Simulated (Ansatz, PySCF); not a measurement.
Reaction R1 + R2 + 2 R3 → 3 P1 + P2, each structure at its B3LYP-D3(BJ)/def2-TZVP stationary point, reached from a drawn start (curvature not checked).
P1, H2 (SMILES [H][H]) (charge 0, multiplicity 1):
```xyz
2

H      0.0000     0.0000     0.3720
H      0.0000     0.0000    -0.3720
```
R1: H2O (SMILES O), charge 0, multiplicity 1.
R2, HF (SMILES F) (charge 0, multiplicity 1):
```xyz
2

F      0.000     0.000     0.462
H      0.000     0.000    -0.462
```
R3: SiH4 (SMILES [SiH4]), charge 0, multiplicity 1.
P2: FH5OSi2 (SMILES F[SiH2]O[SiH3]), charge 0, multiplicity 1.

P less R. No zero-point or thermal terms. One arrangement of each flexible species, with no search for the lowest.

Correlated levels freeze the cores.

The values were computed with Ansatz (Gaussian basis) for Hartree–Fock, density functionals and correlated methods; PySCF for the D3/D4 terms. All values are computed, each at the level named.

```tsv
level	reaction energy (kcal/mol)
HF/cc-pV(D+d)Z	-52.26
BLYP-D3(BJ)/def2-TZVPP	-67.00
BLYP-D4/def2-TZVPP	-67.89
r2SCAN/def2-TZVPP	-68.83
r2SCAN-D4/def2-TZVPP	-69.34
PBE0/def2-TZVPP	-59.65
B2PLYP-D3(BJ)/def2-TZVPP	-68.92
MP2/cc-pV(Q+d)Z	[?]
SCS-MP2/cc-pV(Q+d)Z	[?]
```

### Question
Some entries are withheld; supply them.

### Answer

- MP2/cc-pV(Q+d)Z, reaction energy (kcal/mol): -73.05
- SCS-MP2/cc-pV(Q+d)Z, reaction energy (kcal/mol): -72.00

Ansatz is an electronic-structure program.
